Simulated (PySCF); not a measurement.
ZnBr, SMILES [Zn+][Br], charge +1.

Geometry: PBE0-D3(BJ)/def2-TZVP. The multiplicity is an assumed one; other spin states were not compared.

These are M06-2X/def2-TZVPD run with PySCF values and carry that method's errors.

```yaml
total_energy: -4353.27246 hartree
point_group: C∞v
highest_occupied_level: -15.41 eV
lowest_empty_level: -10.12 eV
orbital_gap: 5.29 eV
dipole_moment_about_the_centre_of_nuclear_charge: 6.70 D
mean_static_polarisability: 37.9 bohr³ (5.61 Å³)
polarisability_principal_values: 28.9, 28.9, 55.8 bohr³
```
